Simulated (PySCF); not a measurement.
## How a change of structure moves an absorption spectrum

Computed with TDDFT B3LYP/def2-SVPD, vertical, gas phase, core orbitals frozen in the response (PySCF 2.14.0, density-fitted response routines). Geometries: PBE0-D3(BJ)/def2-SVP; one conformer of each isolated species. Triplets are in the Tamm–Dancoff approximation. Relativistic effects are left out although some hold elements past zinc.

Parent: GeH2MeCl (`[CH3][GeH2][Cl]`), with lowest singlet excitation energy 6.70 eV, S1–T1 gap 0.40 eV, HOMO energy -8.31 eV, mean static polarisability 59.0 au, LUMO energy -0.50 eV. Its spectrum: 6.70 eV (f 0.017); 6.75 eV (f 0.020); 7.51 eV (f 0.018); 7.55 eV (f 0.001); 7.86 eV (f 0.005).

Shifts from the parent:

| change | SMILES | Δ S1 (eV) | Δ S1−T1 (eV) | Δ HOMO (eV) | Δ α (au) | Δ LUMO (eV) |
| --- | --- | --- | --- | --- | --- | --- |
| one ligand: Cl to F | [H][Ge]([H])([CH3])[F] | +0.92 | -0.07 | -0.62 | -14.8 | +0.40 |
| one ligand: Cl to NHEt | [H][Ge]([H])([CH3])[NH]CC | -1.12 | -0.16 | +2.06 | +20.6 | +0.82 |
| one ligand: Cl to nBu | [H][Ge]([H])([CH3])[CH2]CCC | +0.45 | -0.28 | +0.54 | +37.3 | +0.77 |
| one ligand: Cl to Br | [H][Ge]([H])([CH3])[Br] | -0.71 | +0.01 | +0.49 | +8.3 | -0.26 |
| one ligand: Cl to NHMe | [H][Ge]([H])([CH3])[NH]C | -1.18 | -0.16 | +2.03 | +8.4 | +0.79 |
| one ligand: Cl to NMe2 | [H][Ge]([H])([CH3])[N](C)C | -1.66 | -0.32 | +2.53 | +20.6 | +0.67 |
| one ligand: Cl to SiMe3 | [H][Ge]([H])([CH3])[Si](C)(C)C | -0.43 | -0.05 | +1.27 | +54.0 | +0.55 |
| one ligand: Cl to Et | [H][Ge]([H])([CH3])[CH2]C | +0.49 | -0.25 | +0.49 | +12.6 | +0.79 |

Task: Predict the same shifts for this change: one ligand: Cl to OAc1 (`[H][Ge]([H])([CH3])[O]C(C)=O`).

Result: Δ lowest singlet excitation energy -0.87 eV, Δ S1–T1 gap +0.09 eV, Δ HOMO energy +0.65 eV, Δ mean static polarisability +15.6 au, Δ LUMO energy +0.52 eV. Spectrum: 5.83 eV (f 0.001); 6.78 eV (f 0.036); 6.96 eV (f 0.001); 7.55 eV (f 0.006); 7.55 eV (f 0.000). S1 falls most with one ligand: Cl to NMe2 (-1.66 eV), and it rises most with one ligand: Cl to F (+0.92 eV). S1 is simply the lowest singlet of each species and needn't be the same kind of state throughout. Over these 9 changes the shifts of S1 and of the HOMO–LUMO gap correlate with r = 0.94.
